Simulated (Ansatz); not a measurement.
fluoromethane (CH3F), singlet, geometry from GFN2-xTB, with bond 4-1 at 1.25 times its length; Ansatz (a program for electronic structure) with HF/6-31G.

Ansatz was given this input:
Ansatz 0.2 input:
```yaml
crystal:
  periodic: [false, false, false]
  atoms:
    - {symbol: C, position_ang: [-0.61381076, 0.09837073, 0.07127920]}
    - {symbol: F, position_ang: [0.72439532, -0.11609326, -0.08412091]}
    - {symbol: H, position_ang: [-0.86205911, -0.06032531, 1.12128664]}
    - {symbol: H, position_ang: [-0.88242501, 1.38167013, -0.30196723]}
    - {symbol: H, position_ang: [-1.14593208, -0.61006993, -0.56455569]}
basis:
  gaussian:
    orbitals: 6-31G
hamiltonian:
  xc: hf
scf: {lower_state_search: off}
magnetization: {spin_polarized: true}
```

**Question.** Write the output that Ansatz gives for this input, abridged.

**Answer.** 
```
Functional definition: HF
these checks for a lower state are left out or cut short: stability, starts, cluster_reference, orbital_swaps, neighbouring_geometries, increment
298 factors; integrals over basis functions are off by at most 2.4e-4 eV
mean field evaluation 1: about -3780.4393 eV, gradient 1.3e1 eV
mean field evaluation 2: about -3780.4389 eV, gradient 1.3e1 eV
mean field evaluation 4: about -3781.2437 eV, gradient 1.2e0 eV
mean field evaluation 8: about -3781.2537 eV, gradient 1.3e-3 eV
mean field -3781.25368897 eV, -138.9585100440 hartree, gradient 9.4e-7 eV, S^2 0.000000; 0 other end points of the search recorded, 0 dependent functions left out
reference -3781.25368897 eV, -138.9585100440 hartree; 9, 9 occupied and 15, 15 virtual orbitals, 298 factors
Total energy: -3781.25368897 eV, -138.9585100440 hartree
Checks for a lower state left out: stability, starts, cluster_reference, orbital_swaps, neighbouring_geometries, increment
```
